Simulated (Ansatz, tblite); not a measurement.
Removing and adding an electron: the cluster In2PF3. The state is a singlet with charge 0. Geometry: r2SCAN-D4/def2-SVP. Ansatz, gas phase; energy differences of separate SCF runs; the oxidised species was run as a doublet alone; the reduced species was run as a doublet alone.

Cartesian coordinates in Å:
```
In -0.1368 -0.9276 1.2590
In -0.1291 1.2753 -0.9063
P -1.0154 1.3177 1.3370
F 0.5904 -0.7573 -0.7684
F 0.3535 1.8258 -2.7016
F 0.3374 -2.7339 1.7803
```

In the def2 sets In takes a core potential; there is no spin–orbit coupling. The xTB rows come from tblite. Correlated methods freeze 16 core orbitals; core or outer-core shells of In are correlated, in sets that lack core-valence functions. The rows differ in basis, and correlated rows in double-zeta sets carry the largest basis error. The structure comes from a short search, and lower isomers may exist.

| level | −HOMO (eV) | vertical IE (eV) | −LUMO (eV) | vertical EA (eV) | HOMO–LUMO gap (eV) | IE − EA (eV) | remarks |
| --- | --- | --- | --- | --- | --- | --- | --- |
| GFN1-xTB | 10.61 | 13.61 | 8.33 | 5.65 | 2.28 | 7.96 | – |
| GFN2-xTB | 10.93 | 13.97 | 9.24 | 6.66 | 1.69 | 7.30 | – |
| HF/def2-SVP | – | 7.57 | – | – | – | – | – |
| PBE-D4/def2-TZVP | 5.97 | 8.64 | 3.63 | – | 2.34 | – | – |
| PBE-D4/def2-TZVPD | 6.01 | – | 3.70 | 1.54 | 2.31 | – | HOMO above zero (-1 doublet) |
| PBE0-D4/def2-TZVP | 6.94 | 8.65 | 2.84 | – | 4.10 | – | – |
| PBE0-D4/def2-TZVPD | 6.96 | – | 2.91 | 1.44 | 4.05 | – | – |
| ωB97X-V/def2-TZVP | 8.99 | 8.60 | 0.87 | – | 8.12 | – | – |
| ωB97X-V/def2-TZVPD | 9.02 | – | 1.02 | 1.18 | 7.99 | – | – |
| MP2/def2-SVP | – | 8.37 | – | – | – | – | – |
| CCSD/def2-SVP | – | 8.27 | – | – | – | – | – |
| CCSD(T)/def2-SVP | – | 8.33 | – | – | – | – | – |

   A HOMO above zero means that the electron is unbound at that level or that self-interaction error raises the level; the energy of removing that electron tells which. Raw xTB energy differences between charge states are shifted by several eV; the methods need an empirical correction for them.
